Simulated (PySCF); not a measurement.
**In⁺: ionisation energy**

In⁺ [Kr] 4d10 5s2 (1S) → In²⁺ [Kr] 4d10 5s1 (2S), as a difference of total energies. Calculation: PySCF 2.14, in x2c-TZVPall; scalar relativity by spin-free X2C-1e. Correlated levels: valence: [Kr] 4d10 frozen. The calculations carry no spin-orbit coupling.

```tsv
method	ionisation energy (eV)
UHF	17.035
r2SCAN	18.704
PBE0	18.678
MP2 (valence)	17.656
SCS-MP2 (valence)	17.781
```

How much does correlation contribute at MP2 (valence)?

17.656 − (17.035) = 0.621 eV, measured against UHF.

Errors of the correlated levels include the incompleteness of this basis and the frozen core.

MP2 underrates the near-degeneracy of ns² with np² in the lower species.

For comparison: 18.870 eV (measured; NIST Atomic Spectra Database, ionization energies).
